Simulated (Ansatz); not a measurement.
Mo₃H₆S₈⁺. Total charge 1; doublet. Geometry r2SCAN-D4/def2-SVP, that of the neutral singlet; atoms count from 1.

```xyz
17

Mo   -1.013   -0.596   -0.337
Mo   -0.318    1.222    1.159
Mo    1.538    0.054   -0.580
S    -1.163   -2.298    0.955
S     1.644    2.091    0.451
S    -3.006    0.336   -1.162
S     0.195   -0.973   -2.445
S    -0.048    0.147    3.146
S    -2.064    2.717    1.069
S     2.767   -1.459    0.605
S     2.784    0.750   -2.399
H    -3.626   -0.867   -1.295
H     0.420   -2.263   -2.077
H    -0.503   -1.104    2.733
H    -3.047    2.053    0.388
H     1.833   -1.475    1.605
H     3.608    1.666   -1.817
```

In the def2 sets Mo takes a core potential; there is no spin–orbit coupling. Single mean-field runs in def2-TZVP are fitted with def2-universal-jkfit.

(1) Estimate the Mulliken populations from the PBE0/def2-TZVP orbitals of Ansatz.

(2) Where does the spin sit?

(3) And the Mayer bond orders between heavy atoms (over 0.3)?

Results:

(1) 
```tsv
atom	charge (e)	spin (α − β)	d electrons
Mo1	0.35	-0.21	4.56
Mo2	0.58	0.22	4.50
Mo3	0.59	0.96	4.39
S4	-0.28	-0.01	–
S5	-0.24	-0.02	–
S6	-0.29	0.11	–
S7	-0.17	0.04	–
S8	-0.26	-0.01	–
S9	-0.26	0.01	–
S10	-0.19	-0.05	–
S11	-0.17	-0.06	–
H12	0.22	0.00	–
H13	0.26	0.00	–
H14	0.20	0.00	–
H15	0.21	0.00	–
H16	0.22	0.00	–
H17	0.21	0.02	–
```
Mulliken values depend strongly on the basis.

(2) Summed by element: Mo 0.97, S 0.01, H 0.02, of 1 unpaired in all. Largest on single atoms: Mo3 0.96, Mo2 0.22, Mo1 -0.21.

(3) Mo1–Mo2 1.62 (2.45 Å); Mo1–Mo3 0.72 (2.64 Å); Mo1–S4 2.06 (2.14 Å); Mo1–S6 1.19 (2.35 Å); Mo1–S7 0.74 (2.46 Å); Mo2–Mo3 0.53 (2.80 Å); Mo2–S5 1.14 (2.26 Å); Mo2–S8 1.35 (2.28 Å); Mo2–S9 1.25 (2.30 Å); Mo3–S5 1.18 (2.29 Å); Mo3–S7 0.73 (2.52 Å); Mo3–S10 1.40 (2.28 Å); Mo3–S11 1.28 (2.31 Å).
